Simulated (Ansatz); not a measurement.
SnHMe2I (C2H7ISn). Charge 0, multiplicity 3. Geometry r2SCAN-D4/def2-SVP, that of the neutral singlet; atoms count from 1.

Cartesian coordinates in Å:
```
Sn 0.355 0.105 -0.649
H 1.281 1.277 -1.500
C -1.664 0.759 -0.294
H -1.659 1.658 0.341
H -2.223 -0.042 0.212
H -2.152 0.991 -1.251
C 1.344 -0.584 1.133
H 2.336 -0.982 0.876
H 0.745 -1.380 1.597
H 1.459 0.249 1.842
I 0.179 -2.051 -2.308
```

In the def2 sets I, Sn take a core potential; there is no spin–orbit coupling. At PBE0-D4/def2-TZVP a singlet of charge 0 lies 4.79 eV below the triplet at the same geometry.

Problem. Estimate the Mulliken populations from the PBE0/def2-TZVP orbitals of Ansatz.

Solution. 
```csv
atom,charge (e),spin (α − β)
Sn1,0.38,0.64
H2,-0.08,0.05
C3,-0.62,0.12
H4,0.15,0.01
H5,0.15,0.00
H6,0.15,0.00
C7,-0.63,0.12
H8,0.15,0.00
H9,0.15,0.00
H10,0.15,0.01
I11,0.05,1.06
```
Mulliken values depend strongly on the basis.

Problem. Where does the spin sit?

Solution. Summed by element: Sn 0.64, H 0.06, C 0.24, I 1.06, of 2 unpaired in all. Largest on single atoms: I11 1.06, Sn1 0.64, C3 0.12.

Problem. And the Mayer bond orders between heavy atoms (over 0.3)?

Solution. Sn1–C3 0.80 (2.15 Å); Sn1–C7 0.80 (2.15 Å); Sn1–I11 0.43 (2.73 Å).
